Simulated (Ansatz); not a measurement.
`C[CH2][GeH2][CH3]` → `CCC` + `[GeH2]` at 600 K and 1 bar (germylene formation by 1,1-elimination).

Isolated molecules relaxed with PBE0-D4/def2-TZVP in Ansatz; ΔE leaves out vibrations. CCSD(T)/CBS is the MP2 limit (def2-TZVPP, def2-QZVPP) plus CCSD(T) − MP2 in def2-TZVPP, frozen cores. For Ge outer-core shells are correlated without core-valence functions, which leaves a few kJ/mol of doubt a bond. Scalar relativity is left out up to krypton. One conformer a species, not always the lowest.

```tsv
species	CCSD(T)/CBS energy (Eh)	H − E (kJ/mol)	S (J/(mol·K))
`C[CH2][GeH2][CH3]`	-2196.29761	376.6	455.4
`CCC`	-118.98051	315.9	335.6
`[GeH2]`	-2077.24753	50.4	247.2
```

H − E and S are ideal-gas, rigid-rotor, harmonic terms from PBE0-D4/def2-TZVP, for one conformer and one mirror image of each species. 1 Eh = 2625.50 kJ/mol, R = 8.31446 J/(mol·K).

**Question.** By hand: ΔE, ΔH, ΔS and ΔG.

**Answer.** ΔE = (-118.98051) + (-2077.24753) − (-2196.29761) = 0.06957 Eh = 182.7 kJ/mol. Δ(H − E) = 315.9 + 50.4 − 376.6 = -10.3, so ΔH = 172.4 kJ/mol. ΔS = 335.6 + 247.2 − 455.4 = 127.4 J/(mol·K). ΔG = 172.4 − 600 × (127.4)/1000 = 96.0 kJ/mol.

**Question.** By hand: the equilibrium constant, and the temperature at which ΔG would vanish if ΔH and ΔS stayed fixed.

**Answer.** log₁₀ K = −ΔG/(RT ln 10) = -8.4. ΔG = 0 at ΔH/ΔS = 1353 K.

The number of gas molecules changes by +1, which sets the sign of ΔS. A doubt of 5 kJ/mol in ΔE shifts log₁₀ K by 0.4 here. Other conformers and mirror images would add mixing entropy, several J/(mol·K) or more a flexible species. These are equilibria of isolated gas molecules and say nothing of rates. Largest T1 diagnostic: 0.012 (customary marks: 0.02 for closed shells, 0.045 for open ones).
